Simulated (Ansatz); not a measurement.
C₂H₅Ga⁺, that is GaH2(vinyl) with one electron fewer. The state is a doublet with charge 1. Geometry B3LYP-D4/def2-TZVP, that of the neutral singlet; atoms count from 1.

```xyz
8

Ga    0.7329    0.3041   -1.2765
H     0.8450    1.4630   -2.3298
H     1.5592   -1.0250   -1.4305
C    -0.4396    0.4440    0.2876
C    -0.5284   -0.5507    1.1737
H    -1.0399    1.3344    0.4617
H     0.0412   -1.4682    1.0640
H    -1.1704   -0.5014    2.0497
```

(1) Estimate the Mulliken populations from the PBE0/def2-TZVP orbitals of Ansatz.

(2) Where does the spin sit?

(3) And the Mayer bond orders between bonded heavy atoms (over 0.3)?

## Answers

(1) 
```
atom  charge (e)  spin (α − β)
 Ga1        0.42          0.17
  H2        0.07          0.08
  H3        0.07          0.10
  C4       -0.13          0.50
  C5       -0.15         -0.03
  H6        0.25          0.07
  H7        0.22          0.04
  H8        0.24          0.07
```
Mulliken values and Mayer orders depend strongly on the basis.

(2) Summed by element: Ga 0.17, H 0.36, C 0.47, of 1 unpaired in all. Largest on single atoms: C4 0.50, Ga1 0.17, H3 0.10.

(3) Ga1–C4 0.69 (1.96 Å); C4–C5 1.96 (1.34 Å).
